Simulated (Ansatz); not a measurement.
Reaction (formal exchange of groups at the Si–B bond): `OB[Si](F)(F)Cl` + `BrCI` → `F[Si](F)(Cl)I` + `OBCBr`

Computed with Ansatz on PBE0-D4/def2-TZVP structures; ΔE is electronic, products minus reactants. CCSD(T)/CBS adds triple-zeta CCSD(T) − MP2 to the extrapolated MP2 energy (def2 sets, frozen cores). DFT in def2-TZVPP. B3LYP here is the variant with VWN-RPA as its local correlation; programs differ in this. HSE06 is defined as in plane-wave codes. Elements past krypton have def2 core potentials. For Br, I outer-core shells are correlated without core-valence functions, which leaves a few kJ/mol of doubt a bond. Scalar relativity is left out up to krypton. One conformer a species, not always the lowest.

`OB[Si](F)(F)Cl`:

Cartesian coordinates in Å:
```
O 1.571 0.651 -0.734
B 0.859 0.111 0.268
Si -1.070 -0.363 -0.089
F -1.413 -1.817 0.446
F -1.467 -0.351 -1.623
Cl -2.300 0.948 0.875
H 2.475 0.880 -0.496
H 1.345 -0.059 1.353
```

`BrCI`:

```xyz
5

Br    0.340   -0.644    1.706
C    -0.193    0.048   -0.003
I     1.370    0.138   -1.442
H    -0.555    1.060    0.142
H    -0.962   -0.602   -0.403
```

`F[Si](F)(Cl)I`:

Cartesian coordinates in Å:
```
F -0.327 0.856 -1.368
Si -0.100 0.079 -0.018
F -1.517 -0.202 0.607
Cl 0.937 1.261 1.241
I 1.007 -1.994 -0.462
```

`OBCBr`:

Cartesian coordinates in Å:
```
O -0.542 -1.314 0.805
B -0.542 -0.299 -0.087
C 0.814 0.442 -0.354
Br 0.543 2.117 0.627
H -1.414 -1.685 0.959
H -1.551 0.038 -0.642
H 0.997 0.732 -1.386
H 1.695 -0.029 0.077
```

```json
{"level": "LDA (SPW92)", "ΔE (kJ/mol)": "-162.2", "difference from CCSD(T)/CBS": "0.0"}
{"level": "PBE-D4", "ΔE (kJ/mol)": "-153.4", "difference from CCSD(T)/CBS": "8.8"}
{"level": "revPBE-D4", "ΔE (kJ/mol)": "-151.8", "difference from CCSD(T)/CBS": "10.4"}
{"level": "BLYP-D4", "ΔE (kJ/mol)": "-148.0", "difference from CCSD(T)/CBS": "14.2"}
{"level": "r2SCAN-D4", "ΔE (kJ/mol)": "-168.3", "difference from CCSD(T)/CBS": "-6.1"}
{"level": "B97M-V", "ΔE (kJ/mol)": "-166.6", "difference from CCSD(T)/CBS": "-4.4"}
{"level": "PBE0-D4", "ΔE (kJ/mol)": "-163.1", "difference from CCSD(T)/CBS": "-0.9"}
{"level": "B3LYP-D4", "ΔE (kJ/mol)": "-157.1", "difference from CCSD(T)/CBS": "5.1"}
{"level": "r2SCANh-D4", "ΔE (kJ/mol)": "-170.5", "difference from CCSD(T)/CBS": "-8.3"}
{"level": "r2SCAN0-D4", "ΔE (kJ/mol)": "-173.6", "difference from CCSD(T)/CBS": "-11.4"}
{"level": "BHLYP-D4", "ΔE (kJ/mol)": "-168.1", "difference from CCSD(T)/CBS": "-5.9"}
{"level": "CAM-B3LYP-D4", "ΔE (kJ/mol)": "-160.8", "difference from CCSD(T)/CBS": "1.4"}
{"level": "ωB97X-V", "ΔE (kJ/mol)": "-160.7", "difference from CCSD(T)/CBS": "1.5"}
{"level": "ωB97M-V", "ΔE (kJ/mol)": "-167.9", "difference from CCSD(T)/CBS": "-5.7"}
{"level": "B2PLYP", "ΔE (kJ/mol)": "-159.6", "difference from CCSD(T)/CBS": "2.6"}
{"level": "PBE", "ΔE (kJ/mol)": "-152.0", "difference from CCSD(T)/CBS": "10.2"}
{"level": "revPBE", "ΔE (kJ/mol)": "-148.2", "difference from CCSD(T)/CBS": "14.0"}
{"level": "BLYP", "ΔE (kJ/mol)": "-144.9", "difference from CCSD(T)/CBS": "17.3"}
{"level": "r2SCAN", "ΔE (kJ/mol)": "-168.1", "difference from CCSD(T)/CBS": "-5.9"}
{"level": "PBE0", "ΔE (kJ/mol)": "-161.9", "difference from CCSD(T)/CBS": "0.3"}
{"level": "B3LYP", "ΔE (kJ/mol)": "-154.7", "difference from CCSD(T)/CBS": "7.5"}
{"level": "r2SCAN0", "ΔE (kJ/mol)": "-173.4", "difference from CCSD(T)/CBS": "-11.2"}
{"level": "HSE06", "ΔE (kJ/mol)": "-162.0", "difference from CCSD(T)/CBS": "0.2"}
{"level": "CAM-B3LYP", "ΔE (kJ/mol)": "-159.6", "difference from CCSD(T)/CBS": "2.6"}
{"level": "LC-ωPBE", "ΔE (kJ/mol)": "-163.3", "difference from CCSD(T)/CBS": "-1.1"}
{"level": "RPA@PBE/def2-TZVPP", "ΔE (kJ/mol)": "-149.4", "difference from CCSD(T)/CBS": "12.8"}
{"level": "HF/def2-SVP", "ΔE (kJ/mol)": "-171.3", "difference from CCSD(T)/CBS": "-9.1"}
{"level": "MP2/def2-SVP", "ΔE (kJ/mol)": "-168.0", "difference from CCSD(T)/CBS": "-5.8"}
{"level": "CCSD/def2-SVP", "ΔE (kJ/mol)": "-162.3", "difference from CCSD(T)/CBS": "-0.1"}
{"level": "CCSD(T)/def2-SVP", "ΔE (kJ/mol)": "-160.8", "difference from CCSD(T)/CBS": "1.4"}
{"level": "HF/def2-TZVPP", "ΔE (kJ/mol)": "-171.5", "difference from CCSD(T)/CBS": "-9.3"}
{"level": "MP2/def2-TZVPP", "ΔE (kJ/mol)": "-167.6", "difference from CCSD(T)/CBS": "-5.4"}
{"level": "SCS-MP2/def2-TZVPP", "ΔE (kJ/mol)": "-160.4", "difference from CCSD(T)/CBS": "1.8"}
{"level": "CCSD/def2-TZVPP", "ΔE (kJ/mol)": "-160.9", "difference from CCSD(T)/CBS": "1.3"}
{"level": "CCSD(T)/def2-TZVPP", "ΔE (kJ/mol)": "-159.2", "difference from CCSD(T)/CBS": "3.0"}
{"level": "HF/def2-QZVPP", "ΔE (kJ/mol)": "-171.6", "difference from CCSD(T)/CBS": "-9.4"}
{"level": "MP2/def2-QZVPP", "ΔE (kJ/mol)": "-169.4", "difference from CCSD(T)/CBS": "-7.2"}
{"level": "SCS-MP2/def2-QZVPP", "ΔE (kJ/mol)": "-162.3", "difference from CCSD(T)/CBS": "-0.1"}
{"level": "HF/CBS(def2)", "ΔE (kJ/mol)": "-171.6", "difference from CCSD(T)/CBS": "-9.4"}
{"level": "MP2/CBS(def2)", "ΔE (kJ/mol)": "-170.6", "difference from CCSD(T)/CBS": "-8.4"}
{"level": "CCSD(T)/CBS", "ΔE (kJ/mol)": "-162.2", "difference from CCSD(T)/CBS": "0"}
```

Largest T1 diagnostic among the species: 0.013.

In def2-TZVPP, CCSD(T) changes the Hartree–Fock value by +12.3 kJ/mol (the triples alone add +1.7 kJ/mol) and MP2 by +3.9 kJ/mol. From BLYP to BHLYP (50 % exact exchange), in def2-TZVPP and without D4, ΔE moves by −20.7 kJ/mol. Leaving LDA and LC-ωPBE aside and taking each functional with its dispersion term where it has one, the values spread over 25.7 kJ/mol, from r2SCAN0-D4 to BLYP-D4. LDA lies −10.2 kJ/mol from PBE without D4.
